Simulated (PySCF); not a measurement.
A structure optimised at PBE-D3(BJ)/def2-SVP, used in a PySCF frequency run:

```
Si
C 1 1.8769
H 2 1.1074 1 110.50
H 2 1.1093 3 108.72 1 121.39
H 2 1.1097 3 108.34 4 117.47
C 1 1.8769 2 112.13 3 177.96
H 6 1.1074 1 110.50 2 -177.96
H 6 1.1093 7 108.72 1 -121.39
H 6 1.1097 7 108.34 8 -117.47
Cl 1 2.0913 2 108.58 3 57.99
S 1 2.1677 2 111.67 3 -55.83
H 11 1.3646 1 93.02 2 -63.23
```

Task: Write its SMILES, formula and point group.

Result: C[Si](C)(S)Cl, C₂H₇ClSSi, Cs

Task: What are its rotational constants (standard atomic weights)?

Result: 2.4024, 1.8048, 1.5353 GHz
